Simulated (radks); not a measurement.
The numbers below are computed, except where a source is named.
Fractional charge and spin in the 5p shell of praseodymium: the spin-up occupation runs from 2 to 3 and the spin-down occupation from 2 to 3; the fullest corner is Pr3+, [Kr] 4d10 4f(up 1, down 1) 5s2 5p(up 3, down 3). Code: a radial shooting solver on a logarithmic mesh with Libxc functionals. Model: scalar-relativistic Kohn-Sham, BLYP, spin-polarised, spherical densities, finite nucleus; Fermi nuclear charge, rms radius of each element as measured or else 0.836 A^(1/3) + 0.57 fm. Energy (eV) minus the two flat planes that join the four corners (they meet along the diagonal where the two added fractions sum to one electron); zero is where a piecewise linear energy would lie.

down \ up       2     2.5       3
2           0.000  -1.606   0.000
2.5        -1.606   0.219  -1.531
3           0.000  -1.531   0.000

Corners above the fullest one (they belong to Pr4+ and the next ion): (up 3, down 2) 52.862 eV, (up 2, down 3) 52.862 eV, (up 2, down 2) 119.15 eV. With half an added electron in each spin the energy lies 0.219 eV from the planes, and with half an added electron in spin up alone -1.606 eV. The planes are only a guide here: the flat-plane condition holds for ground states with one frontier orbital, while this shell lies below other occupied shells, so the corners above the fullest one are inner-hole states and not the ground states of those ions.
